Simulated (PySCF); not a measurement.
**Atomic charges against the basis set**

Compound: C5H9ClO.
Cartesian coordinates in Å at the PBE0-D3(BJ)/def2-SVP level; atoms count from 1:
```
atom  x, y, z in Å
C1    -1.4150    0.7288    0.6453
C2    -0.0404    1.0775    1.1924
C3     1.0857    0.7739    0.2137
C4     2.4518    1.1406    0.7653
C5     3.5768    0.8550   -0.1835
O6     3.5070    0.3840   -1.2656
Cl7    5.1682    1.3228    0.5099
H8    -2.2092    0.9612    1.3703
H9    -1.4881   -0.3433    0.4026
H10   -1.6311    1.2901   -0.2778
H11    0.1361    0.5260    2.1329
H12   -0.0085    2.1477    1.4636
H13    1.0768   -0.2965   -0.0515
H14    0.9191    1.3151   -0.7327
H15    2.6763    0.6024    1.7025
H16    2.5169    2.2096    1.0319
```

PBE0 throughout (PySCF), one geometry, spherical d and f functions. One conformer (not necessarily the lowest) at the PBE0-D3(BJ)/def2-SVP geometry, without solvent, vibrations or thermal averaging. The first 7 of 11 kinds of atom are listed.

Mulliken charges (e):

| basis | functions | C1 | C2 | C3 | C4 | C5 | O6 | Cl7 |
| --- | --- | --- | --- | --- | --- | --- | --- | --- |
| pcSseg-0 | 85 | -0.627 | -0.521 | -0.473 | -0.508 | +0.254 | -0.377 | -0.005 |
| cc-pVDZ | 147 | -0.071 | -0.113 | -0.076 | -0.040 | +0.066 | -0.137 | -0.115 |
| def2-SVP | 147 | -0.063 | -0.104 | -0.092 | -0.032 | +0.110 | -0.142 | -0.143 |
| aug-cc-pVDZ | 246 | +0.442 | +0.664 | +0.645 | +0.545 | +0.065 | -0.451 | -0.172 |
| def2-TZVP | 277 | -0.362 | -0.172 | -0.217 | -0.225 | +0.225 | -0.205 | -0.134 |

IAO charges (e):

```
      basis  functions      C1      C2      C3      C4      C5      O6     Cl7
   pcSseg-0         85  -0.420  -0.260  -0.263  -0.314  +0.324  -0.299  -0.114
    cc-pVDZ        147  -0.408  -0.239  -0.246  -0.301  +0.378  -0.330  -0.128
   def2-SVP        147  -0.398  -0.234  -0.241  -0.296  +0.374  -0.334  -0.116
aug-cc-pVDZ        246  -0.419  -0.245  -0.252  -0.305  +0.389  -0.348  -0.128
  def2-TZVP        277  -0.421  -0.247  -0.254  -0.307  +0.390  -0.351  -0.121
```

Hirshfeld charges (e):

```tsv
basis	functions	C1	C2	C3	C4	C5	O6	Cl7
pcSseg-0	85	-0.098	-0.045	-0.052	-0.057	+0.188	-0.178	-0.085
cc-pVDZ	147	-0.107	-0.057	-0.060	-0.064	+0.189	-0.176	-0.091
def2-SVP	147	-0.110	-0.058	-0.063	-0.069	+0.195	-0.190	-0.074
aug-cc-pVDZ	246	-0.119	-0.071	-0.074	-0.080	+0.182	-0.192	-0.067
def2-TZVP	277	-0.116	-0.067	-0.070	-0.074	+0.184	-0.194	-0.071
```

ESP-fitted charges (e):

| basis | functions | C1 | C2 | C3 | C4 | C5 | O6 | Cl7 |
| --- | --- | --- | --- | --- | --- | --- | --- | --- |
| pcSseg-0 | 85 | -0.553 | +0.111 | +0.063 | -0.355 | +0.713 | -0.466 | -0.250 |
| cc-pVDZ | 147 | -0.390 | +0.088 | +0.135 | -0.104 | +0.431 | -0.349 | -0.182 |
| def2-SVP | 147 | -0.394 | +0.083 | +0.150 | -0.126 | +0.471 | -0.380 | -0.172 |
| aug-cc-pVDZ | 246 | -0.462 | +0.095 | +0.227 | -0.177 | +0.496 | -0.397 | -0.183 |
| def2-TZVP | 277 | -0.473 | +0.116 | +0.222 | -0.172 | +0.489 | -0.397 | -0.176 |

Question: Which scheme is steadiest as the basis changes?

Answer: Largest range over the bases for any column: Hirshfeld 0.03 e, IAO 0.07 e, ESP-fitted 0.28 e, Mulliken 1.18 e. Hirshfeld charges move least and Mulliken charges most, counted in e.

Question: How much do the charges still move between the two largest bases, aug-cc-pVDZ and def2-TZVP?

Answer: At most, over all atoms: Mulliken 0.862 e, IAO 0.006 e, Hirshfeld 0.005 e, ESP-fitted 0.021 e.

Question: What do the same runs give for the total energy, the frontier levels and the dipole moment?

Answer: 
```
      basis  energy (Eh)  HOMO (eV)  LUMO (eV)  μ (D)
   pcSseg-0    -729.7605      -8.66      -1.11   3.27
    cc-pVDZ    -730.9430      -8.32      -0.69   2.97
   def2-SVP    -730.5807      -8.37      -0.74   2.90
aug-cc-pVDZ    -730.9622      -8.50      -1.00   3.12
  def2-TZVP    -731.0357      -8.46      -0.92   3.06
```

The dipole is fixed by the density alone, so its range of 0.37 D shows that the density itself changes with the basis, not only its division among atoms.
